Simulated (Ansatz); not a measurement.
`C[O][Ge][OH]`, relaxed with RKS PBE-D4/def2-SVP in the Gaussian-basis code of Ansatz from a rough embedded geometry. The force threshold is 0.03 eV/Å; the program also tests the step.

The species carries charge 0 and has multiplicity 1.

Start:

```xyz
8

C     0.771   -0.712   -0.332
O     0.830    0.050    0.782
Ge   -0.872    0.251    1.319
O    -1.529    1.705    0.682
H     0.358   -1.738   -0.208
H     0.245   -0.185   -1.201
H     1.846   -0.856   -0.733
H    -1.649    1.484   -0.310
```

By how much does the energy fall, and how many steps does the optimiser take? (An estimate is asked.)

The calculation gave: 125.94 kJ/mol, in 10 steps.

Which bonds change most? (Estimate.)

Ansatz gave: Ge3–O4 from 1.719 to 1.812 Å; C1–O2 from 1.351 to 1.405 Å; O4–H8 from 1.024 to 0.978 Å; C1–H7 from 1.156 to 1.113 Å.

Give the relaxed structure. (An estimate is asked.)

The calculation gave: 
```xyz
8

C     0.682   -0.692   -0.377
O     0.481   -0.429    0.989
Ge   -0.663    0.734    1.802
O    -1.509    1.510    0.400
H     0.530   -1.774   -0.589
H    -0.005   -0.128   -1.056
H     1.722   -0.433   -0.676
H    -1.239    1.212   -0.492
```
